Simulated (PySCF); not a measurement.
# Löwdin shares of the frontier orbitals

Species: H11O3PSi4.
Geometry (PBE0-D3(BJ)/def2-SVP, Å), atoms numbered from 1 in this order:
```xyz
19
H11O3PSi4 angstrom
Si    -1.5408   -2.2150   -0.6101
O     -1.2018   -1.4610    0.8293
Si    -0.6441   -0.1013    1.5656
O     -1.4962    1.2010    1.0372
Si    -2.1237    2.0068   -0.2700
O      0.9504    0.0990    1.2061
Si     2.0438    0.0064   -0.0421
P      4.1061   -0.0351    0.8669
H     -0.8324   -3.5254   -0.6564
H     -1.0832   -1.3647   -1.7529
H     -3.0112   -2.4341   -0.7219
H     -0.7991   -0.2243    3.0227
H     -2.9150    1.0628   -1.1175
H     -3.0101    3.0962    0.2241
H     -1.0217    2.5871   -1.0942
H      1.8496   -1.2675   -0.8033
H      1.8255    1.1537   -0.9750
H      4.7273    0.0434   -0.4201
H      4.1454    1.3790    1.0700
```

Method used: TDDFT CAM-B3LYP/def2-SVPD, vertical, gas phase, core orbitals frozen in the response (PySCF).

Kohn–Sham orbitals with the atoms that hold most of them (Löwdin shares over 4%, at most four atoms; ? is withheld):

| orbital | ε (eV) | atoms |
| --- | --- | --- |
| LUMO+2 | 1.12 | P8 17%, Si7 14%, Si5 12%, Si1 9% |
| LUMO+1 | 0.94 | Si7 20%, P8 15%, Si1 10%, Si5 8% |
| LUMO | 0.53 | Si5 12%, Si1 12%, Si7 12%, Si3 11% |
| HOMO | ? | ? |
| HOMO-1 | -10.10 | ? |
| HOMO-2 | -10.26 | P8 17%, O4 15%, O2 9%, O6 8% |
| HOMO-3 | -10.43 | O4 22%, Si5 15%, H14 12%, O2 9% |

(1) Give the leading atoms of the HOMO.

(2) Give the leading atoms of the HOMO-1.

(3) What is the HOMO energy, and the HOMO–LUMO gap?

Results:

(1) P8 (bonded to Si and 2 H) 62%; Si7 (bonded to O, P and 2 H) 15%; H17 (bonded to Si) 6%; H19 (bonded to P) 6%. By element: phosphorus 62%, silicon 15% or more, hydrogen 12% or more.

(2) O6 (bonded to 2 Si) 17%; O2 (bonded to 2 Si) 15%; Si7 (bonded to O, P and 2 H) 12%; H16 (bonded to Si) 10%. By element: oxygen 32% or more, silicon 12% or more, hydrogen 10% or more.

(3) ε(HOMO) = -8.89 eV; the gap is 9.41 eV (0.3459 hartree).

Q: The HOMO–LUMO gap is 9.41 eV. Where does the response calculation put the lowest singlet, and from which orbitals?

A: S1 is at 6.47 eV (f = 0.040), 2.94 eV below the gap, made of HOMO→LUMO (23%), HOMO→LUMO+5 (21%), HOMO→LUMO+2 (19%). 

Next come S2 at 6.73 eV (f 0.031), HOMO→LUMO+1 (45%), HOMO→LUMO (20%), HOMO→LUMO+2 (16%); S3 at 7.05 eV (f 0.014), HOMO→LUMO+6 (28%), HOMO→LUMO+4 (25%), HOMO→LUMO+5 (16%); S4 at 7.21 eV (f 0.309), HOMO→LUMO+6 (25%), HOMO→LUMO+2 (20%), HOMO→LUMO+5 (16%); S5 at 7.49 eV (f 0.018), HOMO-1→LUMO (67%).

One conformer stands for the species.

Without π bonds the low states are Rydberg-like; a valence basis with one diffuse set may place them up to an eV too high.
